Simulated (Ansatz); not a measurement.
Geometry optimisation, RKS B3LYP-D4/def2-SVP in Ansatz.

input.yaml

```yaml
crystal:
  periodic: [false, false, false]
  atoms:
    - { symbol: Zr, position_ang: [-0.813109, 0.255108, -0.449499] }
    - { symbol: F, position_ang: [-0.087295, -1.454593, 2.127036] }
    - { symbol: F, position_ang: [0.855784, 0.981601, 0.132499] }
    - { symbol: Cl, position_ang: [-1.560644, 1.33277, -2.436107] }
    - { symbol: "N", position_ang: [-0.843272, -1.711902, -0.870468] }
    - { symbol: H, position_ang: [-1.298427, -2.144938, -1.676934] }
    - { symbol: H, position_ang: [-0.330166, -2.423456, -0.341853] }
    - { symbol: "N", position_ang: [-2.216876, 0.509132, 1.175891] }
    - { symbol: H, position_ang: [-3.035668, -0.068905, 1.374686] }
    - { symbol: H, position_ang: [-2.330471, 1.394221, 1.676078] }
    - { symbol: H, position_ang: [-0.794756, -0.858139, 2.254169] }
basis:
  gaussian: { orbitals: def2-SVP }
hamiltonian:
  xc: b3lyp
  dispersion: d4
relax:
  f_tol: 0.03
  max_steps: 50
output:
  orbitals: {}
```

Launched with:

```bash
$ ansatz run input.yaml --threads 4 --pin off --max-ram 5120MiB --backend cpu --events-out ev --progress --plain --runs-dir out
```

Question: Where does it end, and by what steps?

Answer: The forces met the threshold. After 22 steps the energy has fallen by 2.019 eV; H11 moved furthest, 1.51 Å. Parted: F2–H11 (0.93 → 2.76 Å). Joined: Zr1–F2 (3.18 → 1.93 Å), N8–H11 (2.25 → 1.02 Å).

```json
{"step": "0", "energy less start (eV)": "0.0000", "largest force component (eV/Å)": "1.143", "accepted": "yes"}
{"step": "1", "energy less start (eV)": "-0.1899", "largest force component (eV/Å)": "1.012", "accepted": "yes"}
{"step": "2", "energy less start (eV)": "-0.3102", "largest force component (eV/Å)": "0.810", "accepted": "yes"}
{"step": "3", "energy less start (eV)": "-0.4140", "largest force component (eV/Å)": "0.452", "accepted": "yes"}
{"step": "4", "energy less start (eV)": "-0.4914", "largest force component (eV/Å)": "1.785", "accepted": "yes"}
{"step": "5", "energy less start (eV)": "-0.8689", "largest force component (eV/Å)": "2.057", "accepted": "yes"}
{"step": "6", "energy less start (eV)": "-1.1387", "largest force component (eV/Å)": "4.429", "accepted": "yes"}
{"step": "7", "energy less start (eV)": "-1.5317", "largest force component (eV/Å)": "1.152", "accepted": "yes"}
{"step": "8", "energy less start (eV)": "-1.7510", "largest force component (eV/Å)": "0.769", "accepted": "yes"}
{"step": "9", "energy less start (eV)": "-1.7968", "largest force component (eV/Å)": "1.778", "accepted": "yes"}
{"step": "10", "energy less start (eV)": "-1.8268", "largest force component (eV/Å)": "1.545", "accepted": "yes"}
{"step": "11", "energy less start (eV)": "-1.8991", "largest force component (eV/Å)": "0.805", "accepted": "yes"}
{"step": "12", "energy less start (eV)": "-1.9268", "largest force component (eV/Å)": "0.535", "accepted": "yes"}
{"step": "13", "energy less start (eV)": "-1.9357", "largest force component (eV/Å)": "0.554", "accepted": "yes"}
{"step": "14", "energy less start (eV)": "-1.9586", "largest force component (eV/Å)": "0.217", "accepted": "yes"}
{"step": "15", "energy less start (eV)": "-1.9642", "largest force component (eV/Å)": "0.357", "accepted": "yes"}
{"step": "16", "energy less start (eV)": "-1.9775", "largest force component (eV/Å)": "0.166", "accepted": "yes"}
{"step": "17", "energy less start (eV)": "-1.9929", "largest force component (eV/Å)": "0.267", "accepted": "yes"}
{"step": "18", "energy less start (eV)": "-2.0001", "largest force component (eV/Å)": "0.324", "accepted": "yes"}
{"step": "19", "energy less start (eV)": "-2.0093", "largest force component (eV/Å)": "0.263", "accepted": "yes"}
{"step": "20", "energy less start (eV)": "-2.0159", "largest force component (eV/Å)": "0.139", "accepted": "yes"}
{"step": "21", "energy less start (eV)": "-2.0143", "largest force component (eV/Å)": "0.154", "accepted": "no"}
{"step": "22", "energy less start (eV)": "-2.0188", "largest force component (eV/Å)": "0.029", "accepted": "yes"}
```

```xyz
11
Properties=species:S:1:pos:R:3
Zr -0.282 -0.018 -0.062
F 0.430 -0.196 1.726
F 1.399 0.423 -0.891
Cl -1.572 1.696 -1.196
N -0.797 -1.857 -0.749
H -1.186 -2.048 -1.673
H -0.482 -2.740 -0.347
N -2.261 0.116 1.370
H -3.131 0.057 0.837
H -2.298 1.004 1.875
H -2.275 -0.625 2.075
```

Whether the end is a true minimum wasn't checked by a vibrational analysis.

Run time: 97 s on 4 threads of Intel(R) Xeon(R) Platinum 8259CL CPU @ 2.50GHz (Skylake/Cascade Lake), on a shared host, peak memory 0.38 GiB.
